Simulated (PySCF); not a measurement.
From one molecule to another.

First species: C₅H₅N.
SMILES with atom numbers: `[CH3:1][CH:2]=[C:3]=[CH:4][C:5]#[N:6]` (hydrogens: H7, H8, H9 on C1; H10 on C2; H11 on C4)

Cartesian coordinates in Å at the GFN2-xTB level; atoms count from 1:
```
atom  x, y, z in Å
C1    -1.8817    0.1508    0.3412
C2    -0.7697   -0.5556   -0.3726
C3     0.4853   -0.4261   -0.0908
C4     1.7532   -0.2697    0.1896
C5     2.5363    0.7226   -0.4350
N6     3.1852    1.5266   -0.9321
H7    -2.5596   -0.5781    0.7840
H8    -2.4490    0.7516   -0.3685
H9    -1.4940    0.7981    1.1234
H10   -1.0683   -1.2213   -1.1736
H11    2.2677   -0.8963    0.9084
```

Second species: C7H8P2S.
SMILES: `C#CP(C)/C=C\[P@@H](=S)C#C`

Levels: PBE0/pcSseg-1 for dipole moment, HOMO energy, LUMO energy and HOMO–LUMO gap; GFN2-xTB for rotational constant A and rotational constant C. Geometries: GFN2-xTB. Each structure is a single optimised conformer of the isolated species, non-relativistic unless stated; the electronic structure was computed with PySCF and density fitting.

The conformers computed, where there is a choice (atom-mapped SMILES and torsion angles):
- `[CH:1]#[C:2][P:3]([CH3:4])/[CH:5]=[CH:6]\[P@@H:7](=[S:8])[C:9]#[CH:10]`: C2–P3–C5–C6 93°, C5–C6–P7–S8 82°

Q: Which has the higher HOMO energy?

A: The second: -6.52 eV against -8.08 eV, a difference of 1.56 eV.

Q: Which of the two has the higher rotational constant C, and by how much?

A: The first: 1.522 GHz against 0.446 GHz, a difference of 1.076 GHz.

Q: Which of the two has the higher HOMO–LUMO gap, and by how much?

A: The first: 6.81 eV against 4.86 eV, a difference of 1.95 eV.

Q: Which of the two has the higher LUMO energy, and by how much?

A: The first: -1.27 eV against -1.66 eV, a difference of 0.39 eV.

Q: Which of the two has the higher dipole moment, and by how much?

A: The first: 4.84 D against 4.65 D, a difference of 0.19 D.

Q: Which of the two has the higher rotational constant A, and by how much?

A: The first: 12.722 GHz against 1.357 GHz, a difference of 11.365 GHz.

On the first: The dipole equals about 16.1 × 10⁻³⁰ C·m (1 D = 3.33564 × 10⁻³⁰ C·m). A dipole of 4.84 D is allowed in C1, and pure rotational transitions are dipole-allowed.

On the second: In atomic units the dipole is 1.83 e·bohr (1 au = 2.5417 D).
